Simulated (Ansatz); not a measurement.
A nudged elastic band was laid between two geometries of ClF2H4NOZr (10 atoms, charge 0, multiplicity 1).

Level of theory: Ansatz, RKS r2SCAN-D4/def2-SVP.

```json
{
 "movable images": "7",
 "climbing image": "yes",
 "spring": "5.0 eV/Å²",
 "optimiser": "quadratic models (default)",
 "start path": "through a guess of the saddle point",
 "force threshold": "0.05 eV/Å",
 "iteration limit": "60",
 "end points": "relaxed"
}
```

First end point:

```xyz
10
Properties=species:S:1:pos:R:3
Zr 0.022 0.092 0.065
Cl 0.326 0.058 2.459
N 1.899 -0.028 -0.679
H 2.402 -0.876 -0.944
H 2.517 0.767 -0.843
F -0.456 1.837 -0.550
F -0.654 -1.546 -0.698
O -2.286 -0.051 0.785
H -2.640 -0.927 0.571
H -2.360 0.043 1.748
```

Last end point:

```xyz
10
Properties=species:S:1:pos:R:3
Zr -0.259 0.785 -0.066
Cl -0.640 1.424 2.235
N 1.412 -0.302 -0.386
H 1.516 -1.302 -0.219
H 2.282 0.067 -0.771
F 0.310 2.416 -0.874
F -1.806 0.266 -1.107
O -1.004 -1.291 0.860
H -1.851 -1.507 0.438
H -1.189 -1.185 1.807
```

What changes between the two ends?

No bond is made or broken.

What energy profile does the band end with?

The forces met the threshold. The highest image is number 3 of 0 to 8, 4.0 kJ/mol above the first end and 11.1 kJ/mol above the last; the last end lies 7.1 kJ/mol below the first. A vibrational analysis at the climbing image gives no mode beyond 40i cm⁻¹: the surface is too flat there to confirm a saddle point.

```csv
image,path coordinate (Å),energy (kJ/mol)
0,0.00,0.0
1,0.67,1.1
2,1.34,3.1
3,2.01,4.0
4,2.74,2.7
5,3.47,1.1
6,4.19,-0.2
7,4.92,-3.5
8,5.65,-7.1
```

What is the geometry of the highest image?


```xyz
10
Properties=species:S:1:pos:R:3:forces:R:3
Zr -0.113 0.362 -0.092 -0.01 0.00 0.00
Cl 0.270 0.969 2.237 0.00 0.00 0.00
N 1.792 -0.148 -0.520 0.00 -0.01 -0.01
H 2.070 -0.829 -1.227 0.00 0.00 0.00
H 2.628 0.214 -0.062 0.00 0.00 0.00
F -0.549 2.018 -0.943 0.00 0.00 0.00
F -0.880 -1.021 -1.208 0.00 0.00 0.00
O -1.969 -0.487 1.033 0.00 0.00 0.00
H -2.447 -1.261 0.700 0.00 0.00 0.00
H -2.031 -0.447 1.999 0.00 0.00 0.00
```

Run time: 13 min on 4 threads of Arm Neoverse N1, with other jobs on the host, peak memory 0.23 GiB.
